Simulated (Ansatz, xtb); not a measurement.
## Ranking isomers of C5H8ClNSi

3 gas-phase structures of C5H8ClNSi, from a drawn sample of its isomers (lower ones may exist). Each was relaxed with GFN2-xTB; where two conformers were screened, the lower at r2SCAN-D4/def2-SVP//GFN2-xTB is listed:

A. `ClC[SiH2]n1cccc1`, a singlet
B. `Cc1cccn1[SiH2]Cl`, a singlet
C. `Cc1cc(Cl)cn1[SiH3]`, a singlet

**Question.** Estimate their order in r2SCAN-D4/def2-SVP//GFN2-xTB energy at these geometries, lowest first.

**Answer.** Calculated order at r2SCAN-D4/def2-SVP//GFN2-xTB: B (0.0), A (36.3), C (38.4) kcal/mol.

Energies above the lowest of each column, in kcal/mol; the last columns are at r2SCAN-D4/def2-SVP geometries:

```
structure  GFN2-xTB  HF/STO-3G  r2SCAN-D4/def2-SVP//GFN2-xTB  r2SCAN-D4/def2-SVP  CCSD(T)/def2-SVP + ΔMP2/def2-TZVPP
        B       0.0        0.0                           0.0                 0.0                                 0.0
        A      42.0       33.0                          36.3                36.7                                34.6
        C      23.1       34.8                          38.4                38.9                                39.3
```

Every level run on B puts it lowest or level with the lowest. Flexible structures stand in one conformer each, not always the lowest. A keeps a small imaginary mode. The ΔMP2 step shifts differences by up to 4.0 kcal/mol, which makes them less sure. ΔMP2 is the change of the MP2 energy from the smaller to the larger basis.

Programs: Ansatz 0.2.0, xtb 6.7.1.
